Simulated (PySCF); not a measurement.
## Working out the ionisation energy of Os

Os [Xe] 4f14 5d6 6s2 (5D) → Os⁺ [Xe] 4f14 5d6 6s1 (6D). Computed with PySCF 2.14 in def2-TZVP with the def2 core potential (60 electrons) (6s4p3d1f, 40 functions), with a scalar-relativistic core potential. Frozen: 5s2 5p6. Energies in hartree (1 hartree = 27.21139 eV):

| part | Os (lower) | Os⁺ (upper) |
| --- | --- | --- |
| UHF | -89.836644 | -89.597598 |
| MP2 opposite-spin | -0.078467 | -0.037172 |
| MP2 same-spin | -0.059137 | -0.056391 |

**Question.** What does Hartree-Fock give?

**Answer.** (-89.597598) − (-89.836644) = 0.239046 hartree = 6.505 eV.

**Question.** What do MP2 and SCS-MP2 (6/5 opposite-spin, 1/3 same-spin) give?

**Answer.** The opposite-spin parts differ by 1.124 eV and the same-spin parts by 0.075 eV. MP2: 6.505 + (1.124) + (0.075) = 7.704 eV. SCS-MP2: 6.505 + 1.2 × (1.124) + (0.075)/3 = 7.879 eV.

Measured between the centres of the two terms (NIST): 8.473 eV, so MP2 (valence) is off by -0.769 eV.

What remains against the reference includes basis incompleteness, the frozen core and correlation beyond second order.
